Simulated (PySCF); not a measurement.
In(OH)3 (H3InO3), SMILES [OH][In]([OH])[OH]. Geometry optimised at B3LYP-D3(BJ)/def2-SVP. The def2 effective core potentials stand for the cores of In; spin–orbit coupling is left out. Other conformers were not sampled.

Computed equilibrium geometry at B3LYP-D3(BJ)/def2-SVP (PySCF confirms it by a frequency run) as a Z-matrix, and its point group (one conformer of several):
point group Cs.
```
In
O 1 1.9942
H 2 0.9684 1 110.01
O 1 2.0007 2 118.03 3 180.00
H 4 0.9677 1 111.69 2 180.00
O 1 2.0107 2 116.68 3 0.00
H 6 0.9676 1 112.50 2 180.00
```
